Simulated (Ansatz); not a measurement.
# Abstraction of F: SbHF2 + C2H3Si → SbHF + C2H3FSi

Species: SbHF2 `[F][SbH][F]`, singlet; C2H3Si `C#C[SiH2]`, doublet; SbHF `[F][SbH]`, doublet; C2H3FSi `C#C[SiH2]F`, singlet. A radical takes F: the energy is the difference in strength between the Sb–F bond broken and the Si–F bond made.

Shapes, held fixed at every level: PBE0-D4/def2-TZVP. Programs: Ansatz 0.2.0. The zero-point and thermal change to 298 K, harmonic and unscaled (PBE0-D4/def2-TZVP), is +4.4 kJ/mol.

```tsv
level	kind	ΔH(298 K) (kJ/mol)	less CCSD(T)/def2-TZVPP
MP2/def2-SVP	perturbation theory	-198.9	-16.1
HF/def2-SVP	Hartree–Fock	-195.9	-13.1
PBE-D4/def2-TZVPP	GGA	-146.5	+36.3
BHLYP-D4/def2-TZVPP	global hybrid	-184.2	-1.4
B2PLYP/def2-TZVPP	double hybrid	-176.6	+6.2
CCSD/def2-SVP	coupled cluster or CI	-183.5	-0.7
CCSD/def2-TZVPP	coupled cluster or CI	-187.4	-4.6
CCSD(T)/def2-TZVPP	coupled cluster or CI	-182.8	0.0
```

The highest level, CCSD(T)/def2-TZVPP, gives ΔH(298 K) = -182.8 kJ/mol; the levels span -198.9 to -146.5. The column of differences is taken from that level and isn't an error. No measured value is set beside it here. Spin contamination: C2H3Si (⟨S²⟩ up to 0.85). Open shells run unrestricted. For atoms past krypton def2 sets carry core potentials with scalar relativity. Outer-core shells of Sb are correlated, in sets that cover them unevenly.
